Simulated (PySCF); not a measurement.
C6H15O3Sb, SMILES CC[O][Sb]([O]CC)[O]CC.

The structure is a stationary point at PBE0-D3(BJ)/def2-SVP. The isomer is the one that the SMILES or the coordinates give; other isomers of the formula were not compared. The def2 effective core potentials stand for the cores of Sb; spin–orbit coupling is left out. The values are those of a single conformer.

Method: PySCF with TDA-PBE0/def2-SVP.

Vertical excitations. The molecule is in vacuum.

Computed UV-visible absorptions:
```csv
state,energy (eV),λ (nm),f,main pairs
S1,5.45,228,0.027,HOMO→LUMO 81 %
S2,5.69,218,0.006,"HOMO−1→LUMO 66 %, HOMO→LUMO+1 20 %"
S3,5.85,212,0.027,"HOMO→LUMO+1 52 %, HOMO−1→LUMO 21 %, HOMO−2→LUMO 12 %"
S4,5.95,208,0.026,"HOMO−2→LUMO 47 %, HOMO−2→LUMO+1 19 %, HOMO−1→LUMO+1 14 %"
S5,6.10,203,0.011,"HOMO−1→LUMO+1 64 %, HOMO−3→LUMO 19 %"
S6,6.12,202,0.012,"HOMO−3→LUMO 57 %, HOMO−2→LUMO+1 17 %, HOMO−1→LUMO+1 14 %"
T1,4.67,265,0,HOMO→LUMO 83 %
T2,5.08,244,0,HOMO→LUMO+1 86 %
```
Triplets are in the Tamm–Dancoff approximation.
